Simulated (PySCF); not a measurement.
Excitations are Tamm–Dancoff values on a coarser integration grid. The basis has no diffuse functions, so Rydberg states are missing or too high.

Cartesian coordinates (Å):
SMILES: [Cl][In]([Cl])[Cl]
```xyz
4

Cl    -1.2749    -1.9117     0.0479
In    -0.0002    -0.0003    -0.0001
Cl     2.2925    -0.1454     0.0606
Cl    -1.0174     2.0574    -0.1085
```
Charge 0, multiplicity 1.

**Question.** Estimate the LUMO, T1 excitation (TDA) and total energy that PBE-D3(BJ)/def2-TZVP // r2SCAN-D4/def2-TZVP in PySCF 2.14.0 returns for this input.

**Answer.** 
| Quantity | Result |
|---|---|
| LUMO | -3.80 eV |
| T1 excitation (TDA) | 4.06 eV |
| total energy | -1570.3742 Ha |
